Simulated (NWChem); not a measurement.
SeF3 cation; SMILES F[Se+](F)F

```xyz
4

Se     0.0000     0.0000     0.3521
F     -1.4074     0.3470    -0.4789
F      1.0042     1.0453    -0.4789
F      0.4032    -1.3924    -0.4789
```
Atoms are numbered in this order, from 1.

Program: NWChem. Pople sets run with spherical d functions. All runs use the structure optimised with PBE0/def2-SVP. B3LYP is NWChem's, with the RPA form of VWN correlation. GIAO values for the isolated, static molecule; σ is the absolute isotropic shielding, δ = σ(reference) − σ with the isolated reference molecule computed at the same levels (19F: trichlorofluoromethane). Spin-orbit effects, on the heavy nuclei and on their neighbours, are missing.

For level B3LYP/6-31G*:

```yaml
"σ Se1 (ppm)": 648.9
"δ F2 (ppm)": 95.7
```

### Question
How do the values read with level LDA (Slater exchange, VWN5)/pcSseg-1 instead?

### Answer
σ Se1 (ppm): 194.2
δ F2 (ppm): 104.7
